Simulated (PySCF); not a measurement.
MgFBr, SMILES [F][Mg][Br]. Geometry: PBE0-D3(BJ)/def2-TZVP.

Method: PBE0-D3(BJ)/def2-TZVP in PySCF 2.14.0.

Harmonic wavenumbers (cm⁻¹): 129, 129, 314, 778. Rotational constants (GHz): 1.687 (linear); symmetry number 1.

Q: Work out the zero-point energy and the ideal-gas rigid-rotor harmonic-oscillator thermochemistry at 298.15 K and 1 atm.

A: ZPE = ½ Σ hcν = ½ × 1349 cm⁻¹ = 8.07 kJ/mol. H − E(el) = 21.61 kJ/mol. Entropy in J/(mol K): translation 168.78, rotation 76.59, vibration 31.38, total 276.75. G − E(el) = -60.91 kJ/mol. Cp = 54.97 J/(mol K). Modes under 150 cm⁻¹ make the vibrational entropy uncertain.
